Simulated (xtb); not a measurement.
HgI, doublet, geometry from GFN2-xTB (such geometries of metal compounds can be far from the true shape) (the spin is typed, not shown lowest); GFN0-xTB run with xtb 6.7.1.

Input for xtb:
```
$ xtb mol.xyz --gfn 0 --uhf 1 --ohess --json

# file mol.xyz
2

Hg    -0.00000000    -0.00000000    -1.18466166
I      0.00000000     0.00000000     1.78816854
```

Output, abridged:

```
   ID    Z sym.   atoms
    1   80 Hg     1
    2   53 I      2

           -------------------------------------------------
          |                Calculation Setup                |
           -------------------------------------------------

           -------------------------------------------------
          |                 G F N 0 - x T B                 |
           -------------------------------------------------

          ...................................................
          :                      SETUP                      :
          :.................................................:
          :  # basis functions                  14          :
          :  # atomic orbitals                  13          :
          :  # shells                            5          :
          :  # electrons                         9          :
          :  electronic temp.          300.0000000     K    :
          :  accuracy                    1.0000000          :
          :  -> integral cutoff          0.2500000E+02      :
          :  -> integral neglect         0.1000000E-07      :
          ...................................................

         :::::::::::::::::::::::::::::::::::::::::::::::::::::
         ::                     SUMMARY                     ::
         :::::::::::::::::::::::::::::::::::::::::::::::::::::
         :: total energy              -4.402065234831 Eh    ::
         :: gradient norm              0.008966052784 Eh/a0 ::
         :: HOMO-LUMO gap              8.077934641375 eV    ::
         ::.................................................::
         :: H0 energy                 -4.389773578406 Eh    ::
         :: repulsion energy           0.001071227383 Eh    ::
         :: electrostat energy        -0.013097582759 Eh    ::
         :: -> Gsolv                   0.000000000000 Eh    ::
         ::    -> Gsasa                0.000000000000 Eh    ::
         ::    -> Gshift               0.000000000000 Eh    ::
         :: dispersion energy         -0.000265301049 Eh    ::
         :: short-range corr.          0.000000000000 Eh    ::
         :: add. restraining           0.000000000000 Eh    ::
         :: total charge               0.000000000000 e     ::
         :::::::::::::::::::::::::::::::::::::::::::::::::::::

      -----------------------------------------------------------
     |                   =====================                   |
     |                        A N C O P T                        |
     |                   =====================                   |
     |               Approximate Normal Coordinate               |
     |                Rational Function Optimizer                |
      -----------------------------------------------------------
      -----------------------------------------------------------
     |                   =====================                   |
     |                        A N C O P T                        |
     |                   =====================                   |
     |               Approximate Normal Coordinate               |
     |                Rational Function Optimizer                |
      -----------------------------------------------------------

          ...................................................
          :                      SETUP                      :
          :.................................................:
          :   optimization level            normal          :
          :   max. optcycles                   200          :
          :   ANC micro-cycles                  20          :
          :   degrees of freedom                 1          :
          :.................................................:
          :   RF solver                   davidson          :
          :   write xtbopt.log                true          :
          :   linear (good luck)              true          :
          :   energy convergence         0.5000000E-05 Eh   :
          :   grad. convergence          0.1000000E-02 Eh/α :
          :   maxmium RF displ.          1.0000000          :
          :   Hlow (freq-cutoff)         0.1000000E-01      :
          :   Hmax (freq-cutoff)         5.0000000          :
          :   S6 in model hess.         20.0000000          :
          ...................................................

generating ANC from exact Hessian ...
Using Lindh-Hessian (1995)
 Shifting diagonal of input Hessian by    4.3344844413071570E-003
 Lowest  eigenvalues of input Hessian
    0.000000    0.000000    0.000000    0.000000    0.000000    0.010000
 Highest eigenvalues
    0.000000    0.000000    0.000000    0.000000    0.000000    0.010000

........................................................................
.............................. CYCLE    1 ..............................
........................................................................
 * total energy  :    -4.4020652 Eh     change        0.0000000E+00 Eh
   gradient norm :     0.0089661 Eh/α   predicted     0.0000000E+00 (   0.00%)
   displ. norm   :     0.5873229 α      lambda       -0.5265967E-02
   maximum displ.:     0.5873229 α      in ANC's #1, #1, #1, ...

........................................................................
.............................. CYCLE    2 ..............................
........................................................................
 * total energy  :    -4.3851986 Eh     change        0.1686662E-01 Eh
   gradient norm :     0.1034141 Eh/α   predicted    -0.3541227E-02 (-121.00%)
   displ. norm   :     0.4371714 α      lambda       -0.4520968E-01
   maximum displ.:     0.4371714 α      in ANC's #1, #1, #1, ...

........................................................................
.............................. CYCLE    3 ..............................
........................................................................
 * total energy  :    -4.4026196 Eh     change       -0.1742097E-01 Eh
[...]
 * total energy  :    -4.4026406 Eh     change       -0.2100680E-04 Eh
 * total energy  :    -4.4026502 Eh     change       -0.9618278E-05 Eh
 * total energy  :    -4.4026524 Eh     change       -0.2184586E-05 Eh
   *** GEOMETRY OPTIMIZATION CONVERGED AFTER 6 ITERATIONS ***
         :: total energy              -4.402652400942 Eh    ::
[...]
         4        2.0000           -0.4309872             -11.7278
         5        1.0000           -0.3950653             -10.7503 (HOMO)
         6                         -0.1038867              -2.8269 (LUMO)
         7                         -0.1038867              -2.8269
         8                         -0.0505360              -1.3752
         9                         -0.0505360              -1.3752
        10                         -0.0219044              -0.5961
        11                          0.0214529               0.5838
        12                          0.0214529               0.5838
        13                          0.4986600              13.5692
      -------------------------------------------------------------
                  HL-Gap            0.2911786 Eh            7.9234 eV
             Fermi-level            0.0000000 Eh            0.0000 eV

     #   Z          covCN         q      C6AA      α(0)
     1  80 Hg       0.863     0.123   342.236    35.569
     2  53 I        0.863    -0.123   379.390    33.646

 Mol. C6AA /au·bohr⁶  :       1439.679893
 Mol. C8AA /au·bohr⁸  :     138149.089713
 Mol. α(0) /au        :         69.214639

Wiberg/Mayer (AO) data.
largest (>0.10) Wiberg bond orders for each atom

 ---------------------------------------------------------------------------
     #   Z sym  total        # sym  WBO       # sym  WBO       # sym  WBO
 ---------------------------------------------------------------------------
     1  80 Hg   0.980 --     2 I    0.980
     2  53 I    0.980 --     1 Hg   0.980
 ---------------------------------------------------------------------------

Topologies differ in total number of bonds
Writing topology from bond orders to xtbtopo.mol

 dipole moment from electron density (au)
     X       Y       Z
  -0.0000  -0.0000  -1.6116  total (Debye):    4.096

           -------------------------------------------------
          |               Frequency Printout                |
           -------------------------------------------------
 vibrational frequencies (cm⁻¹)
eigval :        0.00     0.00     0.00     0.00     0.00   122.05
 reduced masses (amu)
   1:172.04   2:172.04   3:172.04   4:155.46   5:155.46   6:155.46
 IR intensities (km·mol⁻¹)
   1:  0.00   2:  0.00   3:  0.00   4:  0.19   5:  0.19   6:  0.13
 Raman intensities (Ä⁴*amu⁻¹)
   1:  0.00   2:  0.00   3:  0.00   4:  0.00   5:  0.00   6:  0.00
 output can be read by thermo (or use thermo option).
 writing <g98.out> molden fake output.
Molecule has the following symmetry elements: (Cinf) (sigma)
It seems to be the Cinfv point group
 recommended (thermochemical) frequency scaling factor: 1.0
           -------------------------------------------------
          |             Thermodynamic Functions             |
           -------------------------------------------------

cin symmetry found (for desy threshold:  0.10E+00) used in thermo

          ...................................................
          :                      SETUP                      :
          :.................................................:
          :  # frequencies                           1      :
          :  # imaginary freq.                       0      :
          :  linear?                              true      :
          :  only rotor calc.                    false      :
          :  symmetry                              cin      :
          :  rotational number                       1      :
          :  scaling factor                  1.0000000      :
          :  rotor cutoff                   50.0000000 cm⁻¹ :
          :  imag. cutoff                  -20.0000000 cm⁻¹ :
          :.................................................:

    mode    ω/cm⁻¹     T·S(HO)/kcal·mol⁻¹    T·S(FR)/kcal·mol⁻¹   T·S(vib)
   ------------------------------------------------------------------------
       1    122.05    -0.91462 ( 97.26%)    -0.79209 (  2.74%)    -0.91126
   ------------------------------------------------------------------------

   temp. (K)  partition function   enthalpy   heat capacity  entropy
                                   cal/mol     cal/K/mol   cal/K/mol   J/K/mol
 298.15  VIB   2.25                  435.047      1.905      3.056
         ROT  0.793E+04              592.502      1.987     19.830
         INT  0.178E+05             1027.549      3.892     22.886
         TR   0.573E+28             1481.254      4.968     43.235
         TOT                        2508.8025     8.8605    66.1207   276.6488

       T/K    H(0)-H(T)+PV         H(T)/Eh          T*S/Eh         G(T)/Eh
   ------------------------------------------------------------------------
    298.15    0.399803E-02    0.427608E-02    0.314161E-01   -0.271400E-01
   ------------------------------------------------------------------------

         :::::::::::::::::::::::::::::::::::::::::::::::::::::
         ::                  THERMODYNAMIC                  ::
         :::::::::::::::::::::::::::::::::::::::::::::::::::::
         :: total free energy          -4.429792375531 Eh   ::
         ::.................................................::
         :: total energy               -4.402652400942 Eh   ::
         :: zero point energy           0.000278050157 Eh   ::
         :: G(RRHO) w/o ZPVE           -0.027418024746 Eh   ::
         :: G(RRHO) contrib.           -0.027139974589 Eh   ::
         :::::::::::::::::::::::::::::::::::::::::::::::::::::

optimized geometry written to: xtbopt.xyz

           -------------------------------------------------
          | TOTAL ENERGY               -4.402652400942 Eh   |
          | TOTAL ENTHALPY             -4.398376319565 Eh   |
          | TOTAL FREE ENERGY          -4.429792375531 Eh   |
          | GRADIENT NORM               0.000016153782 Eh/α |
          | HOMO-LUMO GAP               7.923373099884 eV   |
           -------------------------------------------------

normal termination of xtb
```
